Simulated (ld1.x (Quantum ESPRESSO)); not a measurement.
# Ni, ultrasoft: configuration errors across variants

| Item | Value |
| --- | --- |
| Element | Ni |
| Generator | ld1.x (Quantum ESPRESSO) 7.5 |
| Type | ultrasoft |
| Functional | PBEsol |
| Relativity | scalar-relativistic |
| Frozen core | [Ar] |
| Valence charge | 10 |
| Reference configuration | 3d8 4s2 4p0 |
| Partial waves | 4s (bound): rcut 1.80, rcutus 2.25 bohr; 4s channel at 1.65 Ry: rcut 1.80, rcutus 2.25 bohr; 4p (bound, empty): rcut 1.95, rcutus 2.45 bohr; 4p channel at 1.5 Ry: rcut 1.95, rcutus 2.45 bohr; 3d (bound): rcut 0.85, rcutus 0.95 bohr; 3d channel at -0.05 Ry: rcut 0.85, rcutus 0.95 bohr |
| Local potential | all-electron potential smoothed inside 2.15 bohr (lloc = -1) |
| Core correction | Bessel-smoothed model core inside 0.85 bohr |
| Augmentation charge | PSQ, inside the norm-conserving radii |

All-electron excitation energies from the reference (eV): (1) 3d8 4s1 4p0 9.337; (2) 3d8 4s0 4p0 26.597; (3) 3d7 4s0 4p0 64.034; (4) 3d7 4s2 4p0 16.150; (5) 3d8.5 4s1.5 4p0 -1.188; (6) 3d8 4s1.5 4p0 3.727; (7) 3d9 4s1 4p0 -1.608.

3 further variants failed, have other tests or too few solved ones, and are left out.

A true bound ghost makes a file unfit for plane-wave use even where its test errors are small: the radial tests pick states by their node count and pass the ghost by.

Errors AE − PS in meV (a dash: test not solved or not reliable):

```csv
change,(1),(2),(3),(4),(5),(6),(7),bound ghosts
base,-5.7,-35,-184,-180,-27,-1.3,-86,none
"waves 4p (bound): rcut 1.95, rcutus 2.92 bohr; 4p channel at 1.5 Ry: rcut 1.95, rcutus 2.92 bohr",-5.7,-35,-184,-180,-27,-1.3,-86,none
"wave 4p channel at 1.5 Ry: rcut 1.95, rcutus 2.45 bohr becomes 4p channel at -0.1 Ry: rcut 1.95, rcutus 2.45 bohr",-5.7,-35,-184,-180,-27,-1.3,-86,none
"waves 3d (bound): rcut 0.64, rcutus 0.68 bohr; 3d channel at -0.05 Ry: rcut 0.64, rcutus 0.68 bohr",-5.4,-32,-182,-173,-26,-1.2,-83,none
local potential all-electron potential smoothed inside 1.45 bohr (lloc = -1),-5.0,-32,-179,-158,-25,-1.1,-81,none
local potential all-electron potential smoothed inside 1.74 bohr (lloc = -1),-5.4,-33,-180,-172,-26,-1.2,-82,none
type TM; waves now 4s (bound): rc 2.25 bohr; 3d (bound): rc 0.95 bohr; 4p (bound): rc 2.45 bohr; local potential the p channel,-20,-63,-580,-702,-102,-4.8,-336,s
core correction Bessel-smoothed model core inside 1.10 bohr,-5.7,-34,-184,-180,-27,-1.3,-86,none
```

**Question.** Give the same row for: all radii but the core radius scaled by about 1.36 (s 3.06, p 3.34, d 1.30 bohr, rcut 2.46/2.66/1.16); local potential all-electron potential smoothed inside 2.92 bohr (lloc = -1).

**Answer.** -13, -93, -210, -166, -36, -2.5, -125; bound ghosts: none.
